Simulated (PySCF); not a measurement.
Compound: C5H9NSi.
Geometry (PBE0-D3(BJ)/def2-SVP, Å), atoms numbered from 1 in this order:
```xyz
16
C5H9NSi angstrom
N     -2.6836    1.5878    2.0113
C     -2.2737    1.0478    1.0733
C     -1.7206    0.3713   -0.0939
C     -0.2135    0.5532   -0.2152
C      0.4935   -0.2183   -1.3597
C      1.8996   -0.4202   -0.7394
Si     1.0666   -0.2414    0.9549
H     -2.2411    0.7524   -0.9901
H     -1.9754   -0.6994   -0.0179
H      0.0254    1.6276   -0.2990
H      0.0027   -1.1972   -1.4976
H      0.4767    0.2898   -2.3391
H      2.5544    0.4409   -0.9482
H      2.4315   -1.3376   -1.0252
H      0.5799   -1.5429    1.5095
H      1.7029    0.5608    2.0423
```

All values: wB97X-D/def2-SVPD (PySCF, non-relativistic), on one gas-phase PBE0-D3(BJ)/def2-SVP geometry that isn't relaxed in the solvent. The solvent is an IEF-PCM continuum (Bondi radii, 1.10 Å for H, scaled by 1.2), and excitations are vertical TDDFT with non-equilibrium linear response and a frozen core. The model holds no explicit solvent molecules, cavitation or dispersion.

Gas-phase singlets (H = HOMO, L = LUMO):

```json
{"state": "S1", "E (eV)": "7.200", "λ (nm)": "172", "f": "0.023", "leading configuration": "H→L 86%"}
{"state": "S2", "E (eV)": "7.662", "λ (nm)": "162", "f": "0.014", "leading configuration": "H-1→L 35%"}
{"state": "S3", "E (eV)": "7.733", "λ (nm)": "160", "f": "0.026", "leading configuration": "H-1→L 39%"}
{"state": "S4", "E (eV)": "7.814", "λ (nm)": "159", "f": "0.032", "leading configuration": "H→L+1 69%"}
{"state": "S5", "E (eV)": "8.006", "λ (nm)": "155", "f": "0.017", "leading configuration": "H-1→L+1 45%"}
```

What are the lowest 5 singlets in chloroform (ε = 4.711)?

```csv
state,E (eV),λ (nm),f,leading configuration,change by rank (eV)
S1,7.103,175,0.031,H→L 88%,-0.097
S2,7.580,164,0.074,H-1→L 79%,-0.082
S3,7.736,160,0.023,H-4→L+2 17%,+0.003
S4,7.803,159,0.012,H→L+1 56%,-0.011
S5,8.012,155,0.026,H-1→L+1 47%,+0.006
```

The ground-state energy changes by -0.212 eV from gas to chloroform. By how much does the total energy of gas-phase S1 change?

E(S1) = E(S0) + excitation energy, so it changes by -0.212 − 0.097 = -0.309 eV: it is lowered more than the ground state, which is what a red shift means. This is the vertical state, with the slow part of the continuum still set for S0.

How do the frontier levels move from gas to chloroform?

| orbital | gas (eV) | solvent (eV) | change (eV) | Löwdin shares, gas | Löwdin shares, solvent |
| --- | --- | --- | --- | --- | --- |
| LUMO+2 | 2.55 | 2.63 | +0.08 | Si7 31 %, H15 11 %, H16 6 %, C4 6 % | C2 32 %, N1 31 %, C3 9 %, C4 7 % |
| LUMO+1 | 1.95 | 2.22 | +0.27 | Si7 22 %, C5 11 %, C6 8 %, C3 6 % | Si7 24 %, C2 8 %, C5 8 %, C6 7 % |
| LUMO | 1.65 | 1.84 | +0.19 | Si7 28 %, H15 10 %, H16 10 %, C2 9 % | Si7 27 %, C2 11 %, H16 10 %, H15 9 % |
| HOMO | -10.10 | -9.81 | +0.29 | C4 27 %, Si7 20 %, C5 14 %, H12 7 % | C4 27 %, Si7 20 %, C5 15 %, H12 7 % |
| HOMO-1 | -10.38 | -10.10 | +0.28 | C6 34 %, Si7 22 %, C4 12 %, C3 6 % | C6 35 %, Si7 23 %, C4 13 %, C3 6 % |
| HOMO-2 | -11.20 | -11.08 | +0.12 | N1 34 %, C2 24 %, C3 8 %, C4 8 % | Si7 20 %, H16 13 %, H15 12 %, C6 9 % |
| HOMO-3 | -11.35 | -11.33 | +0.02 | N1 33 %, C2 25 %, Si7 8 %, H15 5 % | N1 28 %, C2 20 %, C5 12 %, C6 11 % |

The HOMO–LUMO gap goes from 11.75 to 11.65 eV. Rows go by rank; for HOMO-3, HOMO-2 and LUMO+2 the atom shares or the degeneracy differ between the runs, so the row needn't follow one orbital.

Note: wB97X-D ran without an empirical dispersion term, which enters the total energy and its gradient alone.
